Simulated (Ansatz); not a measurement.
A made-up structure of CH$_{4}$ISi (charge +1), closed shell:

```
7
angstrom
Si 0.5975 0.1010 0.6994
C -0.6925 0.2802 -0.5941
I 0.6296 -1.8582 -0.3340
H -1.7046 0.1199 -0.3231
H -0.4335 0.7625 -1.5017
H 0.2323 -0.1393 2.0505
H 1.8769 0.6920 0.5255
```

It is relaxed with PBE-D4/def2-SVP and then PBE0-D4/def2-TZVP (Ansatz 0.2.0). Atoms count as bonded within 1.22 times the sum of their covalent radii (H–H: 0.88 Å). The end point is not checked to be a true minimum.

(1) Does its bonding change? (A judgement: the text doesn't fix the answer.)

Results:

(1) The calculation gives: No: no bond forms or breaks.

Where it ends: The first stage lowers the energy by 1.29 eV in 6 steps. It ends as CH₄ISi ([CH2]1[SiH2][I]1), total charge +1:
```
7
angstrom
Si 0.6422 0.2124 0.8083
C -0.5901 0.1566 -0.5510
I 0.3520 -1.8472 -0.6274
H -1.6440 0.0106 -0.3322
H -0.3859 0.6465 -1.4988
H 0.1848 -0.0558 2.1788
H 1.9469 0.8350 0.5448
```

Labels in which every atom is bracketed show which atoms are joined, not bond orders.

For scale, one of the runs: PBE0-D4/def2-TZVP relaxation, 142 basis functions, launched by `ansatz run in.yaml --threads 2 --pin off --events-out ev --progress --plain --max-ram 4352MiB`. The run took about 25 s on 2 CPU threads of an Arm Neoverse V2 (shared host).
